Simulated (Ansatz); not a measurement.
# Pulling the pair apart

The pair of Ag⁺ (SMILES [Ag+], atom 1) and CH4O (SMILES CO, atoms 2–7), both closed shells, in one local arrangement (a lower one may exist), relaxed at PBE0-D4/def2-TZVP:

Ag1  (-0.288, 0.133, -2.606)
C2  (0.390, -0.111, 0.592)
O3  (-0.553, 0.280, -0.431)
H4  (0.241, 0.513, 1.473)
H5  (1.387, 0.065, 0.195)
H6  (0.265, -1.165, 0.842)
H7  (-1.443, 0.284, -0.064)
(Å)

CH4O is shifted rigidly along the line between the mean atom positions of the two fragments (negative: closer). Counterpoise interaction energies in kcal/mol. Computed with Ansatz 0.2.0 (basis: def2-TZVPPD); correlated methods freeze the cores. Filled d shells of the heavier atoms are correlated. Core potentials replace the inner electrons of the atoms past krypton.

```
shift (Å)      HF     MP2  PBE0-D4
    -0.22  -16.76  -28.76   -30.53
    -0.11  -22.65  -32.15   -34.04
     0.00  -25.33  -32.87   -34.86
     0.11  -26.05  -32.07   -34.14
     0.26  -25.26  -29.65   -31.76
     0.55  -21.65  -24.08   -25.89
     1.10  -14.79  -15.43   -16.49
     2.20   -7.63   -7.48    -7.59
```

(1) What does CCSD(T) give at these shifts? (An estimate is asked for; the value comes from the calculation.)

No T1 diagnostic of these runs exceeds 0.013.

Answers

(1) Computed: -26.55, -30.52, -31.67, -31.17, -29.04, -23.75, -15.25, -7.38 kcal/mol. For zero shift, CCSD(T) at an estimated basis limit (MP2 extrapolated from triple and quadruple zeta, plus CCSD(T) − MP2 in triple zeta) gives -34.65 kcal/mol. These are counterpoise interaction energies, counted from the two frozen fragments.

For scale, one of the runs: CCSD(T)/def2-TZVPPD, 201 basis functions, launched by `ansatz run in.yaml --threads 4 --pin off --events-out ev --progress --plain --max-ram 9574MiB`. Time: 79 s of wall clock on 4 CPU threads of an Arm Neoverse V2; the host was shared. Peak host memory: 3 GiB.
